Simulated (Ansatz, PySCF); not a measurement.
Ta(O)(F)(NH2)2 (FH₄N₂OTa), SMILES [NH2][Ta]([NH2])(=[O])[F], multiplicity 1. Atoms are numbered in the order given.

```xyz
9

Ta     0.0498     0.0026     0.0126
O      1.6088    -0.4506    -0.5827
F      0.1207     0.9053     1.6973
N     -0.7387     1.1992    -1.3676
H     -1.6829     1.5833    -1.3500
H     -0.2846     1.4600    -2.2410
N     -0.9835    -1.6885     0.1899
H     -0.6300    -2.6146    -0.0433
H     -1.9661    -1.7582     0.4522
```

The structure is a stationary point at B3LYP-D3(BJ)/def2-SVP. The spin state was assumed, not searched. The def2 effective core potentials stand for the cores of Ta; spin–orbit coupling is left out. The values are those of a single conformer.

Two levels are set side by side: PBE-D3(BJ)/def2-SVP (Ansatz, a quantum-chemistry and plane-wave program) and B3LYP-D3(BJ)/def2-SVP (Ansatz). Each level has its own optimised geometry; the coordinates shown are those of the second. Frequencies come from the Hessian of PySCF at each geometry. Differences are taken from unrounded values.

| quantity | B3LYP-D3(BJ) |
|---|---|
| mean bond length (Å) | 1.462 |
| bond Ta1–O2 (Å) | 1.729 |
| bond Ta1–F3 (Å) | 1.913 |
| bond Ta1–N4 (Å) | 1.990 |
| bond Ta1–N7 (Å) | 1.990 |
| bond N4–H5 (Å) | 1.019 |
| bond N4–H6 (Å) | 1.018 |
| bond N7–H8 (Å) | 1.018 |
| bond N7–H9 (Å) | 1.019 |
| highest harmonic wavenumber (cm⁻¹) | 3624 |
| mean harmonic wavenumber (cm⁻¹) | 1151 |
| zero-point energy (kcal/mol) | 34.56 |

Task: What does PBE-D3(BJ) give, and how far is it from B3LYP-D3(BJ)? (Estimate from the structure and the level; the computed values follow.)

Result: 
```
quantity                            PBE-D3(BJ)  PBE-D3(BJ) minus B3LYP-D3(BJ)
----------------------------------  ----------  -----------------------------
mean bond length (Å)                     1.468                          0.005
bond Ta1–O2 (Å)                          1.738                          0.009
bond Ta1–F3 (Å)                          1.917                          0.005
bond Ta1–N4 (Å)                          1.991                          0.002
bond Ta1–N7 (Å)                          1.991                          0.002
bond N4–H5 (Å)                           1.026                          0.007
bond N4–H6 (Å)                           1.025                          0.007
bond N7–H8 (Å)                           1.025                          0.007
bond N7–H9 (Å)                           1.026                          0.007
highest harmonic wavenumber (cm⁻¹)        3559                            -65
mean harmonic wavenumber (cm⁻¹)           1123                            -28
zero-point energy (kcal/mol)             33.73                          -0.83
```

GGA bonds tend to be longer and softer than those of functionals with exact exchange. Differences between two approximate levels are no errors against the true value.
